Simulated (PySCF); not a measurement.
# Static response to an electric field

H11NOSi4.
Structure used (GFN2-xTB), in Å, numbered top down from 1:
```xyz
17
H11NOSi4 angstrom
N      0.2532    0.0631    1.9178
Si    -0.3305    0.1587    0.2827
Si    -1.7040   -1.6866    0.0047
Si    -1.0275    2.2692   -0.4082
O      1.0302   -0.0537   -0.6151
Si     2.4523   -0.7335   -0.9492
H     -0.3799    0.2105    2.6864
H      1.1497    0.4719    2.1324
H     -1.4810   -2.8306    0.8984
H     -1.6577   -2.2387   -1.3553
H     -3.1033   -1.2872    0.2240
H     -1.5888    3.0437    0.7121
H     -0.0071    3.1454   -0.9989
H     -2.1094    2.1833   -1.3988
H      2.2090   -2.0997   -1.4103
H      3.0090    0.1258   -1.9913
H      3.2788   -0.7294    0.2586
```

Level: CAM-B3LYP/def2-SVPD (PySCF), static field, nuclei fixed, core orbitals frozen in the response. The polarisability tensor in these axes (au):

```
x   121.43   1.06  -0.66
y     1.06 136.29  -3.52
z    -0.66  -3.52 110.23
```

Task: What are the eigenvalues, a third of the trace, and Δα (Δα² = ½Σ(αi − αj)² over the three pairs)?

Result: Principal values 109.74, 121.36 and 136.85 au; mean 122.65 au = 18.17 Å³ = 20.22 × 10⁻⁴⁰ C²·m²/J; Δα = 23.56 au (19 % of the mean).

Task: What is the dipole moment, and where does it point?

Result: (0.65, 0.30, 1.25) D, 1.44 D in size, pointing from the negative to the positive side. Measured along this direction, the outermost atoms are H10 at the negative end and H8 at the positive end.

Task: Sum over states: ᾱ = Σ f/ω², ω in Eh. What share falls to these 8 lowest TDDFT singlets (eV, f)? 5.27, 0.0437; 5.53, 0.0361; 6.44, 0.0858; 6.74, 0.0379; 6.99, 0.0232; 7.19, 0.0201; 7.22, 0.0881; 7.31, 0.2008.

Result: They add up to 8.87 au, 7.2 % of the 122.65 au; the largest single term is 2.78 au, from the state at 7.31 eV. Terms in order: 1.17, 0.87, 1.53, 0.62, 0.35, 0.29, 1.25, 2.78 au. Higher excitations give the rest. The strengths listed sum to 0.536.

Task: What would n − 1 = 2πNα be for an ideal gas of these molecules at 500 K and 1 atm, electronic part alone?

Result: N = p/kT = 1.4678 × 10¹⁹ cm⁻³, so n − 1 = 2π × N × 18.17 × 10⁻²⁴ cm³ = 1676 × 10⁻⁶ at long wavelengths.

Task: How large is μ²/3kT at 298 K beside α?

Result: In Gaussian units μ²/3kT = 16.75 Å³ against 18.17 Å³, a ratio of 0.92; the Debye molar polarisation (4π/3)N_A(α + μ²/3kT) is 88.1 cm³/mol, leaving out the vibrational part.

Task: Find the Langevin capture rate constant for H3O+ (19.018 u) meeting this molecule (152.992 u), k = 2.342 × 10⁻⁹ cm³/s × √(α in Å³ / reduced mass in u).

Result: The reduced mass is 16.92 u, so k = 2.43 × 10⁻⁹ cm³/s. The formula leaves out the permanent dipole, which adds to the capture rate.

Task: What depolarisation ratio follows for Rayleigh scattering of linearly polarised light, taking the static tensor?

Result: ρ = 3Δα²/(45ᾱ² + 4Δα²) = 1664.8/(676932 + 2219.7) = 0.00245.

The structure is a single GFN2-xTB conformer in the gas phase; no vibrational or solvent corrections.
